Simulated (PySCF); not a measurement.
Compound: C5H11OSi (doublet state).
Structure used (GFN2-xTB), in Å, numbered top down from 1:
```xyz
18
C5H11OSi angstrom
C     -0.296   -2.049    0.848
C     -0.210   -0.866    0.258
C     -1.303   -0.311   -0.612
C     -2.126    0.754    0.116
C      1.000    0.008    0.418
O      1.533    0.329   -0.855
Si     2.779    1.290   -1.211
H     -1.167   -2.673    0.735
H      0.492   -2.437    1.471
H     -0.850    0.131   -1.502
H     -1.963   -1.122   -0.924
H     -2.554    0.343    1.028
H     -2.936    1.098   -0.522
H     -1.510    1.610    0.378
H      0.730    0.939    0.934
H      1.765   -0.502    1.014
H      4.054    0.786   -0.718
H      2.553    2.678   -0.821
```

The hyperfine couplings belong to this conformer and change with its torsions.

Identity: `C=C(CC)CO[SiH2]` [radical].

Method used: UKS B3LYP, pcH-1 on C H O Si, non-relativistic, mean-field spin-orbit, GIAO in PySCF. One conformer (not necessarily the lowest) at the GFN2-xTB geometry, without solvent, vibrations or thermal averaging. The geometry wasn't refined by DFT: couplings that depend on bond lengths, twists or pyramidal angles can differ widely from those at the functional's own minimum, by a factor of two or more for some ions and for spin on atoms past the first row.

Problem. What are Nα, Nβ and the exact ⟨S²⟩?

Solution. Nα = 32, Nβ = 31 (63 in all), and S(S+1) = 0.75 for S = 1/2.

Mulliken spin populations, one withheld:

```json
{"atom": "C1", "bound to": "C2, H8, H9", "population": "+0.0022"}
{"atom": "C2", "bound to": "C1, C3, C5", "population": "-0.0017"}
{"atom": "C3", "bound to": "C2, C4, H10, H11", "population": "+0.0003"}
{"atom": "C4", "bound to": "C3, H12, H13, H14", "population": "0.0000"}
{"atom": "C5", "bound to": "C2, O6, H15, H16", "population": "+0.0175"}
{"atom": "O6", "bound to": "C5, Si7", "population": "+0.0035"}
{"atom": "Si7", "bound to": "O6, H17, H18", "population": "?"}
{"atom": "H8", "bound to": "C1", "population": "+0.0002"}
{"atom": "H9", "bound to": "C1", "population": "-0.0001"}
{"atom": "H10", "bound to": "C3", "population": "-0.0007"}
{"atom": "H11", "bound to": "C3", "population": "0.0000"}
{"atom": "H12", "bound to": "C4", "population": "0.0000"}
{"atom": "H13", "bound to": "C4", "population": "0.0000"}
{"atom": "H14", "bound to": "C4", "population": "0.0000"}
{"atom": "H15", "bound to": "C5", "population": "-0.0005"}
{"atom": "H16", "bound to": "C5", "population": "-0.0009"}
{"atom": "H17", "bound to": "Si7", "population": "+0.0210"}
{"atom": "H18", "bound to": "Si7", "population": "+0.0201"}
```

Problem. What does Si7 hold?

Solution. The populations add up to Nα − Nβ = 1, and the others sum to 0.0609, so Si7 holds +0.939.

Problem. How is the spin shared among the elements?

Solution. Silicon +0.94, hydrogen +0.04, carbon +0.02, oxygen 0.00. The positive populations sum to 1.00, the negative ones to 0.00.

Problem. With ⟨S²⟩ = 0.7511, find the sum of squared α–β overlaps and estimate the admixture of higher spin.

Solution. Σ|⟨iα|jβ⟩|² over occupied orbitals = Nβ − [⟨S²⟩ − S(S+1)] = 31 − 0.0011 = 30.9989. If the quartet state (S + 1) were the only admixture, its weight would be 0.0011/(2S + 2) = 0.04 %.

Problem. What Fermi-contact NMR shifts do the couplings of C1, C2, C5, H15/H16 imply at 298 K (Curie law, g = gₑ)?

Solution. δ = a_FC·h·gₑ μB S(S+1)/(3 g_N μN kT), with k/h = 20836.6 MHz/K:

```
 nuclei  isotope  a_FC (MHz)     g_N  contact shift (ppm)
     C1      13C        0.70  1.4048                  +74
     C2      13C       -0.79  1.4048                  -83
     C5      13C       36.92  1.4048                +3891
H15/H16       1H       -2.12  5.5857                  -56
```

All at the stated temperature. Entries for several nuclei are means.

Nuclei that the bonding pattern makes equivalent are averaged, as if the motion that swaps them (rotation, inversion, ring flip) were fast.
